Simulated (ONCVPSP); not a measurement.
**PBE ONCV dataset for chromium (Cr), non-relativistic all-electron reference.**

Cr (Z = 24), optimised norm-conserving Vanderbilt (ONCV), made with ONCVPSP 4.0.1 (PBE, non-relativistic). Core [Ne], reference 3s2 3p6 3d5 4p1. Waves: 3s: rc 1.40 bohr, ncon 3, nbas 7, qcut 8.8 1/bohr, 2 projectors, debl 1.6 Ha; 3p+4p: rc 1.80 bohr, ncon 5, nbas 8, qcut 8 1/bohr, 2 projectors; 3d: rc 1.95 bohr, ncon 5, nbas 9, qcut 9.2 1/bohr, 2 projectors, debl 2.4 Ha. Local part: polynomial inside 1.15 bohr (lpopt 3, dvloc0 0 Ha). Core correction: none.

In the s channel the program set the typed energies aside and used -2.716, 0.250 Ha.

Poles of the logarithmic derivatives, all-electron (AE) and pseudo (PS). s: poles at -2.0 (AE) and -2.0 (PS) Ha. p: poles at -1.5, 4.6 (AE) and -1.5, 4.5 (PS) Ha. d: poles at 0.2, 4.3 (AE) and 0.2, 4.3 (PS) Ha. Test radii: s 1.42, p 1.83, d 1.98 bohr.

- Cutoffs needed: 31 Ha and 35 Ha (the cutoffs (Ha) at which the residual kinetic energy of the hardest occupied pseudo-wave falls to 1 and 0.1 mHa per electron)
- Ghost test: no bound ghost flagged; no localised positive-energy state flagged
- Largest excitation error: -214 meV (all-electron minus pseudo) for 3s1 3p6 3d5 4s1 4p0, out of 4 test configurations
